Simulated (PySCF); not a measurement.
Gas-phase reaction: 2 InI + InF3 → 3 InF + I2

Method: PySCF energies plus ideal-gas RRHO corrections (1 bar). † marks an energy on the PBE0/def2-TZVP geometry and frequencies. CCSD(T) freezes the core. All species are closed-shell singlets. I, In: scalar-relativistic def2 core potential, no spin-orbit coupling. CCSD(T) isn't extrapolated to the basis-set limit; its ΔH°(298 K) is 162.1 kJ in def2-SVP and 126.6 kJ in def2-TZVPP. The harmonic model lacks anharmonicity and excited electronic states, which grow with temperature; levels with a mode under 35 cm⁻¹ are left out.

| level | ΔE electronic, kJ | ΔH°(298 K), kJ | ΔS°(298 K), J/K | ΔG°(2500 K), kJ |
|---|---|---|---|---|
| CCSD(T)/def2-SVP† | 166 | 162 | 124 | -126 |
| CCSD(T)/def2-TZVPP† | 131 | 127 | 124 | -162 |
| HF/def2-TZVP† | 163 | 159 | 124 | -130 |
| M06-2X/def2-TZVP† | 144 | 139 | 124 | -149 |
| PBE/def2-TZVP† | 94 | 90 | 124 | -198 |
| ωB97M-V/def2-TZVP† | 119 | 115 | 124 | -173 |
ΔH° is lowest at PBE/def2-TZVP† and highest at CCSD(T)/def2-SVP†. No reference value is set beside these.
